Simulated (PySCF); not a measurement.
Q: Give a GFN2-xTB geometry of `C/C=C(/C#N)OCC`.

A: 
```
atom  x, y, z in Å
C1     1.822   -1.966    0.217
C2     1.981   -0.498    0.038
C3     0.956    0.369    0.030
C4     1.232    1.749   -0.149
N5     1.471    2.862   -0.295
O6    -0.334   -0.046    0.189
C7    -1.337    0.953    0.166
C8    -2.676    0.264    0.364
H9     0.774   -2.222    0.337
H10    2.377   -2.298    1.095
H11    2.225   -2.495   -0.646
H12    2.981   -0.112   -0.093
H13   -1.317    1.486   -0.795
H14   -1.159    1.685    0.966
H15   -2.688   -0.258    1.317
H16   -2.842   -0.460   -0.429
H17   -3.474    1.000    0.350
```

Any rigid rotation of these coordinates is as good. Atoms count from 1 in this order. The C–C distances run from 1.343 Å (C2=C3, drawn double) to 1.519 Å (C7–C8, drawn single), a spread of 0.176 Å. The 2 C–O bonds span 1.365 Å (C3–O6, drawn single) to 1.416 Å (O6–C7, drawn single), a spread of 0.051 Å. Of the pairs four or more bonds apart, O6···H9 is among the closest relative to their van der Waals radii: 2.45 Å, 90 % of the sum of Bondi's values. O6 (ether oxygen) is bent (angle 116.9°).

Bonds between heavy atoms (Å): C1–C2 1.487, C2=C3 1.343, C3–C4 1.418, C4≡N5 1.148, C3–O6 1.365, O6–C7 1.416, C7–C8 1.519.

Structure optimised with GFN2-xTB, isolated species.

Point group: Cs (every atom within 0.08 Å of its image). No GFN2-xTB frequencies stand behind this structure, so it isn't proved a minimum. One conformer, not necessarily the lowest (C2–C3–O6–C7 180°, C3–O6–C7–C8 180°).

These are computed values.
